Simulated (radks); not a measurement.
Results of a calculation; reference values are marked as such.
Neutral selenium inside a hard spherical wall (all orbitals vanish at R), configuration held at [Ar] 3d10 4s2 4p4 and not refilled when levels cross. Level of theory: non-relativistic Kohn-Sham, PBE, spin-polarised, spherical densities, point nucleus; open shells are filled with parallel spins first (a radial shooting solver on a logarithmic mesh with Libxc functionals). Eigenvalues in eV for spin up, with the zero of energy where the potential of the charges vanishes at infinity; a dash marks a level that is unbound or too diffuse for the functional's potential to be trusted. A positive occupied level is held by the wall or, in an anion where self-interaction has pushed it up, behind a barrier. The pressure on the wall is -dE/dV.

| R (bohr) | E (hartree) | kinetic (hartree) | e(3p) | e(3d) | e(4s) | e(4p) | e(5s, empty) | e(5p, empty) | pressure (GPa) |
|---|---|---|---|---|---|---|---|---|---|
| free | -2401.18352 | 2399.730 | -151.31 | -54.425 | -17.342 | -7.151 | - | - | 0 |
| 20 | -2401.18352 | 2399.730 | -151.31 | -54.425 | -17.342 | -7.151 | - | - | < 0.0001 |
| 10 | -2401.18345 | 2399.731 | -151.31 | -54.418 | -17.336 | -7.145 | -0.052 | 1.689 | 0.00209 |
| 6 | -2401.16716 | 2399.849 | -150.61 | -53.719 | -16.803 | -6.598 | 4.489 | 8.833 | 1.49 |
| 2.5 | -2397.47547 | 2413.174 | -124.30 | -27.912 | 9.535 | 25.062 | 116.26 | 132.43 | 2580 |
| 2 | -2391.18477 | 2432.401 | -104.00 | -7.666 | 43.162 | 63.279 | 229.34 | 248.03 | 12500 |
| 1.5 | -2368.39942 | 2497.731 | -57.267 | 41.683 | 152.12 | 178.95 | 527.82 | 542.57 | 90900 |
